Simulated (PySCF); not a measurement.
Molecule: sum formula H$_{6}$Si$_{2}$NO, net charge 0, doublet state. It need not be the lowest isomer of its formula. 
Geometry from a B3LYP-D3(BJ)/def2-TZVP (Ansatz) optimisation:
SMILES: N[SiH2]O[SiH2]
```xyz
10

N     -1.4347     1.3446    -0.7048
Si    -1.2423    -0.1876     0.0232
O      0.3160    -0.6814     0.2373
Si     1.8826    -0.2085     0.3271
H     -1.3813     2.2014    -0.1789
H     -1.2987     1.4992    -1.6905
H     -1.8656    -1.1982    -0.8525
H     -1.8682    -0.1188     1.3587
H      2.7296    -1.4316     0.3481
H      2.2350     0.6330    -0.8538
```
Charge 0, spin multiplicity 2.

Dispersion corrections to the total energy (kcal/mol) from the dftd3 and dftd4 libraries through PySCF: D3(BJ) without and D4 with the three-body term, each with the damping fitted for the functional named.

```tsv
functional	D3(BJ)	D4
PBE	-4.79	-4.98
B3LYP	-8.69	-8.05
r2SCAN	-1.40	-1.22
TPSSh	(withheld)	-6.09
LC-wPBE	-4.85	-5.57
HF	(withheld)	-17.04
BHLYP	(withheld)	-6.38
```

Problem. Complete the blanks.

Solution. 
- TPSSh, D3(BJ): -5.76
- HF, D3(BJ): -37.97
- BHLYP, D3(BJ): -7.14
